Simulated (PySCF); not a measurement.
How methods differ on the excitation energy of Be

Be [He] 2s2 (1S) → Be [He] 2s1 2p1 (3P), as a difference of total energies. All numbers are calculated (PySCF 2.14, no relativity, point nucleus, in aug-cc-pV5Z (7s6p5d4f3g2h, 127 functions)). Correlated levels: valence: 1s2 frozen. The calculations carry no spin-orbit coupling.

```tsv
method	excitation energy (eV)	error (eV)
UHF	1.614	-1.111
LDA	2.400	-0.325
PBE	2.299	-0.426
PBE0	2.281	-0.444
r2SCAN	2.125	-0.600
LC-wPBE	2.230	-0.495
B97-3	2.430	-0.295
HSE06	2.277	-0.448
MP2 (valence)	2.350	-0.375
SCS-MP2 (valence)	2.566	-0.159
```

Reference: 2.725 eV (measured; NIST levels, between the centres of gravity of the two terms).

Errors of the correlated levels include the incompleteness of this basis and the frozen core.
